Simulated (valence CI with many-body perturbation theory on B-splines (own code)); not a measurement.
## Forbidden lines of Bi43+

Calculated by relativistic CI+MBPT: four valence electrons over a frozen Dirac-Fock core [Kr], a basis of 9 s, 9 p, 10 d, 8 f, 5 g, 3 h, 1 i functions for each j, with the one-electron correlation potential Σ1, the two-electron term Σ2, the three-electron term Σ3, Breit, model QED; selected CI, second order for the rest (own B-spline code, finite nucleus).

The last digits are not significant, and no measured levels were compared; by estimate large intervals hold to a few tenths of a per cent, small ones and those within an open d or f shell to about a per cent. The list stops below the first excitations out of the core. Only levels of the ground parity were solved; by the run's estimate the other parity begins above the list, which can be wrong where configurations are misplaced.

Lines 51 to 100 of 113 in falling wavelength, among levels below 153.79 eV, chosen from the decays that carry over 1 % of a level's rate. Wavelengths and rates use the calculated energies. Electric multipoles are in the length gauge, E1 and E2 with the static RPA response of the core. Weak lines are less certain than strong ones. Lines between different terms over intervals too small for the method are left out, as are lines whose strength nearly cancels. The highest levels of a list are the least certain. Branching is blank where the lifetime is uncertain.

Levels are named by their leading jj configuration (3d3/2^4 stands for four electrons in 3d with j = 3/2), which in mixed levels can hold well under half, so a name can repeat and another be missing. Letters in brackets count levels of one name in rising energy.

```
λ vac (Å)                      Upper                      Lower  Type   A (s⁻¹)  Branch %
    367.8      (4d3/2^2 4d5/2^2) J=6        (4d3/2^3 4d5/2) J=4    E2  5.07e+01      74.9
    367.5    (4d3/2 4d5/2^3) J=4 [a]  (4d3/2^2 4d5/2^2) J=4 [a]    M1  5.05e+05      70.3
    367.4    (4d3/2 4d5/2^3) J=4 [b]  (4d3/2^2 4d5/2^2) J=4 [c]    M1  1.20e+05      26.2
    367.2  (4d3/2^2 4d5/2^2) J=2 [a]        (4d3/2^3 4d5/2) J=1    M1  4.75e+05      82.3
    364.6  (4d3/2^2 4d5/2^2) J=2 [b]        (4d3/2^3 4d5/2) J=3    M1  1.81e+03       1.8
    360.4  (4d3/2^2 4d5/2^2) J=3 [b]        (4d3/2^3 4d5/2) J=2    M1  6.86e+03       3.1
    359.3    (4d3/2 4d5/2^3) J=3 [b]  (4d3/2^2 4d5/2^2) J=2 [b]    M1  8.32e+04      17.5
    359.1              (4d5/2^4) J=2    (4d3/2 4d5/2^3) J=3 [b]    M1  7.64e+04       7.3
    358.4        (4d3/2 4d5/2^3) J=5      (4d3/2^2 4d5/2^2) J=5    M1  1.08e+05      27.2
    358.1              (4d5/2^4) J=4        (4d3/2 4d5/2^3) J=5    M1  1.26e+05      12.3
    357.9    (4d3/2 4d5/2^3) J=2 [a]  (4d3/2^2 4d5/2^2) J=3 [b]    M1  1.90e+05      29.7
    353.4    (4d3/2 4d5/2^3) J=3 [b]  (4d3/2^2 4d5/2^2) J=4 [b]    M1  6.31e+04      13.2
    353.1        (4d3/2 4d5/2^3) J=6      (4d3/2^2 4d5/2^2) J=5    M1  1.82e+05      54.3
    352.8    (4d3/2 4d5/2^3) J=1 [b]  (4d3/2^2 4d5/2^2) J=2 [c]    M1  1.72e+05      30.0
    351.3    (4d3/2 4d5/2^3) J=3 [c]  (4d3/2^2 4d5/2^2) J=2 [c]    M1  1.23e+05      30.6
    350.0  (4d3/2^2 4d5/2^2) J=3 [b]        (4d3/2^3 4d5/2) J=4    M1  1.71e+05      76.2
    349.5              (4d5/2^4) J=2    (4d3/2 4d5/2^3) J=2 [a]    M1  2.73e+05      26.0
    349.4  (4d3/2^2 4d5/2^2) J=2 [b]        (4d3/2^3 4d5/2) J=2    M1  8.44e+04      81.7
    348.4    (4d3/2 4d5/2^3) J=3 [b]  (4d3/2^2 4d5/2^2) J=3 [b]    M1  1.83e+05      38.5
    348.1    (4d3/2 4d5/2^3) J=3 [a]  (4d3/2^2 4d5/2^2) J=2 [a]    M1  4.58e+05      57.0
    345.0  (4d3/2^2 4d5/2^2) J=4 [b]        (4d3/2^3 4d5/2) J=4    M1  1.59e+03       2.3
    342.7    (4d3/2 4d5/2^3) J=2 [a]      (4d3/2^2 4d5/2^2) J=1    M1  7.60e+04      11.9
    340.9        (4d3/2^3 4d5/2) J=2              (4d3/2^4) J=0    E2  2.82e+02      10.4
    332.5    (4d3/2 4d5/2^3) J=2 [b]  (4d3/2^2 4d5/2^2) J=2 [c]    M1  1.90e+05      46.1
    332.5        (4d3/2 4d5/2^3) J=5  (4d3/2^2 4d5/2^2) J=4 [a]    M1  6.68e+04      16.8
    328.6              (4d5/2^4) J=4    (4d3/2 4d5/2^3) J=3 [a]    M1  3.23e+05      31.5
    327.3    (4d3/2 4d5/2^3) J=1 [a]  (4d3/2^2 4d5/2^2) J=2 [a]    M1  4.04e+05      40.4
    325.8    (4d3/2 4d5/2^3) J=1 [a]  (4d3/2^2 4d5/2^2) J=0 [a]    M1  3.65e+05      36.4
    324.8              (4d5/2^4) J=4    (4d3/2 4d5/2^3) J=4 [a]    M1  5.11e+05      49.8
    315.4              (4d5/2^4) J=0    (4d3/2 4d5/2^3) J=1 [b]    M1  8.84e+05      68.5
    312.4  (4d3/2^2 4d5/2^2) J=2 [c]        (4d3/2^3 4d5/2) J=3    M1  3.11e+05      74.2
    311.8              (4d5/2^4) J=2    (4d3/2 4d5/2^3) J=1 [a]    M1  3.71e+05      35.3
    308.7    (4d3/2 4d5/2^3) J=2 [a]  (4d3/2^2 4d5/2^2) J=3 [a]    M1  1.70e+05      26.6
    307.1        (4d3/2 4d5/2^3) J=0      (4d3/2^2 4d5/2^2) J=1    M1  3.62e+05      98.2
    303.6    (4d3/2 4d5/2^3) J=1 [b]  (4d3/2^2 4d5/2^2) J=2 [b]    M1  1.22e+04       2.1
    301.6    (4d3/2 4d5/2^3) J=3 [b]  (4d3/2^2 4d5/2^2) J=3 [a]    M1  5.05e+04      10.6
    301.2  (4d3/2^2 4d5/2^2) J=2 [c]        (4d3/2^3 4d5/2) J=2    M1  1.04e+05      24.7
    298.4    (4d3/2 4d5/2^3) J=3 [c]  (4d3/2^2 4d5/2^2) J=4 [b]    M1  2.03e+04       5.0
    297.5    (4d3/2 4d5/2^3) J=3 [b]  (4d3/2^2 4d5/2^2) J=4 [a]    M1  5.78e+04      12.1
    296.4  (4d3/2^2 4d5/2^2) J=4 [c]        (4d3/2^3 4d5/2) J=3    M1  1.09e+05          
    295.1              (4d5/2^4) J=2    (4d3/2 4d5/2^3) J=3 [a]    M1  2.67e+05      25.4
    292.7  (4d3/2^2 4d5/2^2) J=2 [b]        (4d3/2^3 4d5/2) J=1    M1  1.47e+04      14.2
    290.7    (4d3/2 4d5/2^3) J=4 [b]  (4d3/2^2 4d5/2^2) J=3 [b]    M1  1.27e+05      27.6
    288.5    (4d3/2 4d5/2^3) J=2 [b]  (4d3/2^2 4d5/2^2) J=2 [b]    M1  1.29e+04       3.1
    287.6    (4d3/2 4d5/2^3) J=3 [b]  (4d3/2^2 4d5/2^2) J=2 [a]    M1  1.18e+04       2.5
    285.4    (4d3/2 4d5/2^3) J=1 [b]      (4d3/2^2 4d5/2^2) J=1    M1  9.04e+04      15.8
    281.5    (4d3/2 4d5/2^3) J=2 [b]  (4d3/2^2 4d5/2^2) J=3 [b]    M1  3.93e+04       9.5
    272.0    (4d3/2 4d5/2^3) J=2 [b]      (4d3/2^2 4d5/2^2) J=1    M1  8.12e+04      19.7
    269.3    (4d3/2 4d5/2^3) J=4 [b]      (4d3/2^2 4d5/2^2) J=5    M1  1.56e+05      34.0
    261.9  (4d3/2^2 4d5/2^2) J=2 [d]        (4d3/2^3 4d5/2) J=3    M1  5.28e+03      19.4
```
